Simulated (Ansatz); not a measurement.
Cartesian coordinates (Å):
SMILES: CC(CC)=O
```xyz
13

C     -1.4842     0.6076    -0.4565
C     -0.7391    -0.6059     0.1180
C      0.7108    -0.6008    -0.3312
C      1.6912     0.1513     0.5404
O      1.0556    -1.1554    -1.3492
H     -2.5305     0.5942    -0.1496
H     -1.4477     0.5961    -1.5463
H     -1.0476     1.5468    -0.1113
H     -0.7944    -0.5914     1.2094
H     -1.1978    -1.5271    -0.2423
H      1.2930     1.1270     0.8270
H      2.6424     0.2691     0.0264
H      1.8483    -0.4116     1.4652
```
Charge 0, multiplicity 1.

Computed with Ansatz (a first-principles code) with frozen-core CCSD(T)/cc-pVTZ // B3LYP-D3(BJ)/def2-TZVP.

| Quantity | Value |
|---|---|
| HF energy | -231.08025 Ha |
| MP2 correlation energy | -0.91541 Ha |

### Question
Estimate the CCSD correlation energy, the (T) correction, the total energy and the T1 diagnostic.

### Answer

```yaml
CCSD correlation energy: -0.95541 Ha
"(T) correction": -0.03937 Ha
CCSD(T) total energy: -232.07502 Ha
T1 diagnostic: 0.013
```
